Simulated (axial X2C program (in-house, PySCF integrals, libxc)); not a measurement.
**How long does InSi⁻ take?**

A bond scan computed with an in-house relativistic program for diatomic molecules. Basis: In dyall-acv3z [12s13p10d5f1g], Si dyall-av3z [9s8p3d2f] (cores contracted in-house).

Input file and command:
```json
{"zs": [49, 14], "q": -1, "bas": ["dyall-acv3z", "dyall-av3z"], "levels": ["PBE0", "HF", "PBE"], "cc": true, "r0": 2.58, "thr": -1.0, "nmax": 90, "npts": 10, "nst": 2, "ntry": 6}
```
```bash
python so2c.py task.json out
```

Keys: zs atomic numbers; q charge; bas basis sets; levels methods; cc coupled cluster on or off; r0 starting distance in Å; thr threshold in hartree for freezing inner shells (an s shell follows its p shell); nmax most natural virtual spinors; npts points on the curve; nst determinants followed; ntry starts of the search. HF also brings MP2.

Hardware: 1 thread of Arm Neoverse V1 (shared host).

Wall time of one point of each curve, integrals apart:

```csv
Hamiltonian,level,points,seconds a point
spin-free,PBE0,10,0.71
spin-free,HF,10,0.49
spin-free,"CCSD(T) (8 electrons, 89 virtuals)",7,2.8
spin-free,PBE,10,0.37
2c,PBE0,10,1.2
2c,HF,10,3.2
2c,PBE,10,0.43
```

The rest:

Search with its distance optimisation 25 s, atoms 26 s, whole task 170 s. Coupled cluster runs on the points near the minimum only. The program drops outer points, and coupled cluster, when its time limit (not in the input) nears; MP2, further determinants and curves that did not converge are not in the table.
